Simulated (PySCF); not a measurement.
# Excitation energy of Ni²⁺ by level of theory

Ni²⁺ [Ar] 3d8 (3F) → Ni²⁺ [Ar] 3d7 4s1 (5F), as a difference of total energies. Calculation: PySCF 2.14, in aug-cc-pVDZ-DK (7s6p4d2f, 59 functions); the spin-free X2C one-electron Hamiltonian (Gaussian nucleus). Correlated levels: valence: [Ar] frozen. The calculations carry no spin-orbit coupling.

| method | excitation energy (eV) |
| --- | --- |
| UHF | 5.292 |
| MP2 (valence) | 6.793 |
| SCS-MP2 (valence) | 6.883 |
| CCSD (valence) | 6.509 |
| CCSD(T) (valence) | 6.535 |

Task: How much does correlation contribute at CCSD(T) (valence)?

Result: 6.535 − (5.292) = 1.243 eV, measured against UHF.
